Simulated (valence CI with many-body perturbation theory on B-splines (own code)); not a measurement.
# E1 line list for Ga18+

Level of theory: valence CI with perturbative core correlation (CI+MBPT): three valence electrons over a frozen Dirac-Fock core [Ne], a basis of 11 s, 11 p, 9 d, 7 f, 5 g, 2 h, 1 i functions for each j, with the one-electron correlation potential Σ1 (screened to all orders), the two-electron term Σ2, the three-electron term Σ3, Breit, model QED; selected single and double excitations, second order for the rest (own B-spline code, finite nucleus).

No measured spectrum was set against this ion. As an estimate, levels of excited configurations hold to 0.05 to 0.15 % of their energy, terms of the ground configuration to about 0.5 %.

Lines 201 to 250 of 267 in falling wavelength, among levels below 190.07 eV, chosen from the strongest by gf and those to the six lowest levels. Wavelengths and rates use the calculated energies, so an error of 400 cm⁻¹ moves a line at 15.50 nm by 0.062 % and its rate by three times that or more. Electric multipoles are in the length gauge, E1 and E2 with the static RPA response of the core. Weak lines are less certain than strong ones. Lines between different terms over intervals too small for the method are left out, as are lines whose strength nearly cancels. The highest levels of a list are the least certain.

Names give the largest LS component (configuration and term), which can be under half, so a name can repeat, a term be missing and a line seem to break the LS rules; names also repeat where a configuration has a term twice. Letters in brackets count levels of one name in rising energy.

```tsv
λ vac (nm)	Upper	Lower	A (s⁻¹)	log gf	Branch %
15.50	3s3p3d ²P°_1/2 [b]	3s3p² ²S_1/2	2.91e+10	-0.68	30.0
15.50	3s²3d ²D_3/2	3s²3p ²P°_1/2	5.05e+10	-0.14	79.0
15.49	3p²3d ²D_5/2 [a]	3p³ ²D°_3/2	5.18e+09	-0.95	6.8
15.27	3s3p3d ²P°_3/2 [b]	3s3p² ²S_1/2	7.14e+09	-1.00	7.3
15.25	3s3p3d ²D°_3/2 [a]	3s3p² ⁴P_3/2	2.48e+07	-3.46	0.0
15.21	3s3p3d ²D°_5/2 [a]	3s3p² ⁴P_3/2	3.95e+08	-2.08	0.9
15.16	3s3p3d ²F°_5/2 [a]	3s3p² ⁴P_5/2	2.49e+08	-2.29	0.9
15.09	3s3p3d ⁴P°_1/2	3s3p² ⁴P_1/2	3.54e+07	-3.62	0.1
15.09	3s3p3d ⁴P°_3/2	3s3p² ⁴P_1/2	2.82e+06	-4.41	0.0
14.91	3s3p3d ²P°_3/2 [a]	3s3p² ²D_3/2	3.04e+08	-2.39	0.4
14.81	3p²3d ²F_5/2 [b]	3p³ ⁴S°_3/2	8.92e+09	-0.75	10.0
14.77	3s3p3d ²D°_3/2 [a]	3s3p² ⁴P_1/2	1.78e+09	-1.63	3.4
14.69	3s3p3d ²F°_5/2 [a]	3s3p² ⁴P_3/2	5.32e+08	-1.99	1.9
14.62	3s3p3d ²F°_7/2 [b]	3s3p² ²D_5/2	3.40e+10	-0.06	47.8
14.42	3s3p3d ²P°_1/2 [a]	3s3p² ²D_3/2	6.87e+08	-2.37	1.1
14.40	3s3p3d ²F°_7/2 [a]	3s3p² ⁴P_5/2	2.30e+09	-1.24	8.1
14.30	3s3p3d ²F°_5/2 [b]	3s3p² ²D_3/2	3.59e+10	-0.18	46.2
14.28	3p²3d ²F_5/2 [b]	3p³ ²D°_3/2	3.72e+10	-0.17	41.7
14.24	3p²3d ²F_7/2 [b]	3p³ ²D°_5/2	4.42e+10	0.03	48.7
13.87	3s3p3d ²P°_1/2 [b]	3s3p² ²D_3/2	1.22e+06	-5.15	0.0
13.80	3s3p3d ²D°_3/2 [b]	3s3p² ²D_3/2	3.21e+08	-2.44	0.3
13.70	3s3p3d ²D°_5/2 [b]	3s3p² ²D_3/2	1.75e+06	-4.53	0.0
13.69	3s3p3d ²P°_3/2 [b]	3s3p² ²D_3/2	9.44e+08	-1.97	1.0
13.51	3s3p3d ²P°_3/2 [a]	3s3p² ⁴P_5/2	2.07e+07	-3.65	0.0
13.14	3s3p3d ²P°_3/2 [a]	3s3p² ⁴P_3/2	2.48e+07	-3.59	0.0
13.11	3s3p3d ²F°_7/2 [b]	3s3p² ⁴P_5/2	1.58e+09	-1.49	2.2
13.02	3s3p3d ²F°_5/2 [b]	3s3p² ⁴P_5/2	2.83e+07	-3.37	0.0
12.78	3s3p3d ²P°_3/2 [a]	3s3p² ⁴P_1/2	1.22e+09	-1.92	1.5
12.76	3s3p3d ²P°_1/2 [a]	3s3p² ⁴P_3/2	5.28e+07	-3.59	0.1
12.67	3s3p3d ²F°_5/2 [b]	3s3p² ⁴P_3/2	7.37e+07	-2.97	0.1
12.60	3s3p3d ²D°_3/2 [b]	3s3p² ⁴P_5/2	4.09e+05	-5.41	0.0
12.51	3s3p3d ²D°_5/2 [b]	3s3p² ⁴P_5/2	2.10e+08	-2.53	0.2
12.50	3s3p3d ²P°_3/2 [b]	3s3p² ⁴P_5/2	9.79e+07	-3.04	0.1
12.41	3s3p3d ²P°_1/2 [a]	3s3p² ⁴P_1/2	4.73e+08	-2.66	0.8
12.33	3s3p3d ²P°_1/2 [b]	3s3p² ⁴P_3/2	4.25e+06	-4.71	0.0
12.27	3s3p3d ²D°_3/2 [b]	3s3p² ⁴P_3/2	1.16e+08	-2.98	0.1
12.19	3s3p3d ²D°_5/2 [b]	3s3p² ⁴P_3/2	1.31e+08	-2.76	0.1
12.18	3s3p3d ²P°_3/2 [b]	3s3p² ⁴P_3/2	6.15e+06	-4.26	0.0
12.01	3s3p3d ²P°_1/2 [b]	3s3p² ⁴P_1/2	7.68e+06	-4.48	0.0
11.95	3s3p3d ²D°_3/2 [b]	3s3p² ⁴P_1/2	2.39e+07	-3.69	0.0
11.87	3s3p3d ²P°_3/2 [b]	3s3p² ⁴P_1/2	2.22e+06	-4.73	0.0
7.869	3p²3d ⁴F_3/2	3s²3p ²P°_3/2	2.18e+06	-5.09	0.0
7.839	3p²3d ²F_5/2 [a]	3s²3p ²P°_3/2	3.37e+05	-5.73	0.0
7.787	3p²3d ⁴F_5/2	3s²3p ²P°_3/2	9.08e+05	-5.31	0.0
7.674	3p²3d ²P_3/2 [a]	3s²3p ²P°_3/2	1.52e+07	-4.27	0.0
7.633	3p²3d ⁴D_1/2	3s²3p ²P°_3/2	1.68e+06	-5.53	0.0
7.591	3p²3d ⁴F_3/2	3s²3p ²P°_1/2	5.07e+05	-5.76	0.0
7.538	3p²3d ⁴D_3/2	3s²3p ²P°_3/2	1.00e+07	-4.47	0.0
7.533	3p²3d ⁴D_5/2	3s²3p ²P°_3/2	6.84e+05	-5.46	0.0
7.409	3p²3d ²P_3/2 [a]	3s²3p ²P°_1/2	3.86e+06	-4.90	0.0
```

**Question.** How does gf follow from A for the line at 14.69 nm?

**Answer.** gf = 1.4992 × (2J+1)_upper × A / σ², with σ = 680656 cm⁻¹ and 2J+1 = 6: gf = 0.0103.
